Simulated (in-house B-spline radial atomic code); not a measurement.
Successive ionisation energies of samarium; each step leads to the configuration of the next row (after the last: [Kr] 4d10). Dirac energy differences include first-order Breit, QED and recoil terms. NIST's values go from ground level to ground level; the uncertainty of those that are theory runs from under 0.1 % in few-electron ions to several per cent in heavy many-electron ones. Computed with an all-electron radial atomic-structure program (B-spline basis): Dirac-Hartree-Fock, jj configuration that fills j = l - 1/2 first, finite nuclei.

A number in brackets counts the electrons of a j subshell.

```tsv
ion	configuration	ionisation energy (eV)	tabulated value (eV)	tabulated kind	computed minus tabulated (eV)	highest orbital	largest mean radius (bohr)
Sm8+	[Kr] 4d10 4f5/2(4) 5s2 5p1/2(2)	133.7	141	tabulated theory	-7.3	4f5/2	1.3759
Sm9+	[Kr] 4d10 4f5/2(4) 5s2 5p1/2(1)	150.9	158	tabulated theory	-7.1	5p1/2	1.35
Sm10+	[Kr] 4d10 4f5/2(4) 5s2	169.1	179	tabulated theory	-9.9	4f5/2	1.2531
Sm11+	[Kr] 4d10 4f5/2(3) 5s2	?	?	tabulated theory	?	?	?
Sm12+	[Kr] 4d10 4f5/2(2) 5s2	?	?	tabulated theory	?	?	?
Sm13+	[Kr] 4d10 4f5/2(1) 5s2	252.2	257	tabulated theory	-4.8	5s1/2	1.1689
Sm14+	[Kr] 4d10 4f5/2(1) 5s1	272.8	276	tabulated theory	-3.2	5s1/2	1.1534
Sm15+	[Kr] 4d10 4f5/2(1)	304.8	306.5	semi-empirical	-1.7	4f5/2	0.67045
```

Fill in the row of Sm11+.

ionisation energy (eV): 197.2; tabulated value (eV): 208; computed minus tabulated (eV): -10.8; highest orbital: 4f5/2; largest mean radius (bohr): 1.2235.

Fill in the row of Sm12+.

ionisation energy (eV): 226.6; tabulated value (eV): 237; computed minus tabulated (eV): -10.4; highest orbital: 4f5/2; largest mean radius (bohr): 1.1954.
